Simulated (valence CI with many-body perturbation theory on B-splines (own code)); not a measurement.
Sensitivity of CI+MBPT for Cd⁴³⁺

Calculated by configuration interaction combined with many-body perturbation theory (CI+MBPT): three valence electrons over a frozen Dirac-Fock core [He], radial functions for each j: 6 s, 6 p, 5 d, 3 f, 1 g, with the one-electron correlation potential Σ1, the two-electron term Σ2, the three-electron term Σ3, Breit, model QED; selected CI, second order for the rest, scaled by the run's own slope (own B-spline code, finite nucleus).

The last digits are not significant, and no measured levels were compared; by estimate large intervals hold to a few tenths of a per cent, small ones and those within an open d or f shell to about a per cent.

The reference run has the lowest level (2s^2 2p1/2) J=1/2 and an ionisation energy of 7111.46 eV. Its largest variational space holds 3944 state functions.

Levels are named by their leading jj configuration (3d3/2^4 stands for four electrons in 3d with j = 3/2), which in mixed levels can hold well under half, so a name can repeat and another be missing. Letters in brackets count levels of one name in rising energy.

Changed runs:
A. screening of Σ1 on → off; logarithmic knot step 0.27 → 0.33
B. Breit term on → off
C. scale of Σ1 1 → 0
D. start configuration 2s2 2p1 → 2s2 3p1 (bad on purpose)

Excitation energies of the reference run in cm⁻¹, and shifts in cm⁻¹:

| Level | Reference | A | B | C |
| --- | --- | --- | --- | --- |
| (2s 2p1/2^2) J=1/2 | 1100990 | +42 | -35271 | +1883 |
| (2s^2 2p3/2) J=3/2 | 1725500 | -11 | +32645 | -565 |
| (2s 2p1/2 2p3/2) J=3/2 [a] | 2499090 | +30 | -2765 | +1307 |
| (2s 2p1/2 2p3/2) J=5/2 | 2723550 | +31 | +19062 | +1297 |
| (2s 2p1/2 2p3/2) J=3/2 [b] | 3078730 | +31 | +8658 | +1300 |
| (2s 2p1/2 2p3/2) J=1/2 | 3097570 | +31 | -5644 | +1328 |
| (2p1/2^2 2p3/2) J=3/2 | 4281780 | +71 | -30668 | +3165 |
| (2s 2p3/2^2) J=5/2 | 4373330 | +19 | +40514 | +717 |
| (2s 2p3/2^2) J=1/2 | 4890040 | +19 | +19358 | +702 |
| (2s 2p3/2^2) J=3/2 | 4899150 | +19 | +35298 | +718 |
| (2p1/2 2p3/2^2) J=3/2 | 5792370 | +60 | -1129 | +2629 |
| (2p1/2 2p3/2^2) J=5/2 | 5936140 | +61 | +20363 | +2622 |
| Ionisation energy (eV) | 7111.46 | -0.006 | +7.72 | -0.40 |

Run D: It gave no result: the start configuration must fill the lowest shells above the core. The program said: "3p is not the lowest shell of its kind above the core".
